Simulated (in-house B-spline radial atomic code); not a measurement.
Ar3+ is squeezed into an impenetrable sphere of radius R (the orbitals vanish at R). No spin polarisation. Level of theory: non-relativistic Hartree-Fock, average of configuration, point nucleus; calculated with a B-spline radial code for spherical atoms.

Energies in eV above the free ion in [Ne] 3s2 3p3:

```csv
R (bohr),highest level (eV),[Ne] 3s2 3p3,[He] 2s2 2p5 3s2 3p3 3d1,[Ne] 3s2 3p2 3d1,-dE/dV in [Ne] 3s2 3p3 (GPa)
8.04,-57.1,0,264.2,23.15,1.04e-06
5.91,-57.1,0.0003942,264.2,23.16,0.00333
4.94,-57.1,0.01035,264.2,23.23,0.12
4.59,-57.1,0.03253,264.3,23.31,0.43
3.66,-56.7,0.6058,265.1,24.43,11.8
3.11,-55.4,3.109,267.9,27.79,80.4
2.74,-53,8.979,274.2,34.57,291
2.18,-42,42.74,310,69.75,2140
1.9,-28.1,92.82,363.5,119.4,6160
1.42,38.1,368.6,660.3,382.1,47300
```

Question: Does [He] 2s2 2p5 3s2 3p3 3d1 fall below [Ne] 3s2 3p3 under compression?

Answer: No, it stays above over the whole range.

Question: Does [Ne] 3s2 3p2 3d1 fall below [Ne] 3s2 3p3 under compression?

Answer: No, it stays above over the whole range.

The highest level is first positive in the row R = 1.42 bohr, pushed up by confinement above the zero of the free ion's potential. Each configuration is held fixed and needn't be the lowest in the sphere.
